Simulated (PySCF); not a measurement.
A geometry optimisation on `C#CC1=CC=CC=C1C=C`.

Method: PBE0-D3(BJ)/def2-SVP geometry optimisation, gas phase (PySCF 2.14.0). Start geometry: GFN2-xTB. A driver script takes a list of jobs; this job's settings line and coordinates (Å) are shown.

Input:
```
{"job": {"xc": "PBE0", "basis": "def2-SVP", "d3": "d3bj", "grid": 1, "kind": "geom"}, "charge": 0, "multiplicity": 1}
C     -0.933185     3.187187    -0.062475
C     -0.354214     2.134950    -0.053169
C      0.367596     0.916714    -0.047874
C      1.760710     0.969721    -0.047695
C      2.504057    -0.193798    -0.048392
C      1.858702    -1.421441    -0.049063
C      0.478687    -1.482000    -0.039728
C     -0.297563    -0.324204    -0.034113
C     -1.755009    -0.354858    -0.026139
C     -2.518272    -1.411260     0.228118
H     -1.449762     4.100194    -0.068918
H      2.248839     1.933811    -0.049800
H      3.583129    -0.147602    -0.051844
H      2.436213    -2.334331    -0.060945
H     -0.007263    -2.445538    -0.047724
H     -2.224178     0.598747    -0.233790
H     -2.114802    -2.380520     0.467432
H     -3.592444    -1.339454     0.214463
```

Output:
```
step   0  E = -385.06410861  max force = 0.018418
step   1  E = -385.06668843  max force = 0.003247
step   2  E = -385.06669320  max force = 0.000771
step   3  E = -385.06670280  max force = 0.000423
optimisation converged
```

Energies in Eh; «max force» is the largest Cartesian gradient component in Eh/bohr.

Q: How much energy does the optimisation release, in kJ/mol?

A: E(step 0) − E(last step) = 0.002594 Eh, which is 6.8 kJ/mol.

In short: final energy -385.06670 Eh after 3 steps; dipole 0.53 D.

Q: Where do the atoms end?

A: 0.030 Å rms from the input after alignment:
```
atom  x, y, z in Å
C1    -1.1122    3.4674   -0.0124
C2    -0.5180    2.4087   -0.0050
C3     0.2088    1.1779    0.0027
C4     1.6140    1.2230   -0.0017
C5     2.3612    0.0535    0.0079
C6     1.7095   -1.1818    0.0176
C7     0.3221   -1.2371    0.0206
C8    -0.4601   -0.0725    0.0201
C9    -1.9267   -0.1186    0.0314
C10   -2.6861   -1.1950    0.2695
H11   -1.6374    4.4042   -0.0178
H12    2.1069    2.1968   -0.0123
H13    3.4522    0.1026    0.0025
H14    2.2891   -2.1078    0.0156
H15   -0.1741   -2.2095    0.0099
H16   -2.4210    0.8380   -0.1643
H17   -2.2638   -2.1769    0.5003
H18   -3.7757   -1.1231    0.2506
```

Q: Estimate the wall time. Hardware: an Arm Neoverse V1 with one thread (shared host).

A: About 64 s.
Labels such as C1 count atoms from 1, the log's own numbers from 0.
